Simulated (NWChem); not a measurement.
**Basis-set convergence for H₂F₂Ge**

```xyz
5

Ge     0.0000     0.0000     0.3342
F     -1.3723     0.0000    -0.7173
F      1.3723     0.0000    -0.7173
H      0.0000    -1.3182     1.1086
H      0.0000     1.3182     1.1086
```
Charge 0, spin multiplicity 1.

All runs are NWChem calculations. The geometry was optimised at PBE0/def2-SVP, a minimum by its harmonic frequencies.

Quantity: first vertical ionisation energy at the level G0W0@PBE.

The Hamiltonian is non-relativistic. GW and range-separated runs recompute their integrals, the others keep them in memory, which bears on the times. The structure started from a generated list of species.

Relative cost: rough, from shared machines, SCF included, def2-SVP = 1.

Task: In def2-QZVP the value is 12.54 eV. Among def2-SVP, def2-SVPD, def2-TZVPP, def2-TZVPD, which is the smallest basis within 0.1 eV of it?

Result: No smaller set comes that close. def2-QZVP isn't the basis-set limit itself, and a small set can land close by cancellation.

| basis | functions | first vertical ionisation energy (eV) | relative cost |
|---|---|---|---|
| def2-SVP | 70 | 11.92 | 1 |
| def2-SVPD | 100 | 12.11 | under 3 |
| def2-TZVPP | 138 | 12.36 | 5 |
| def2-TZVPD | 152 | 12.29 | 6 |
| def2-QZVP | 249 | 12.54 | 30 |
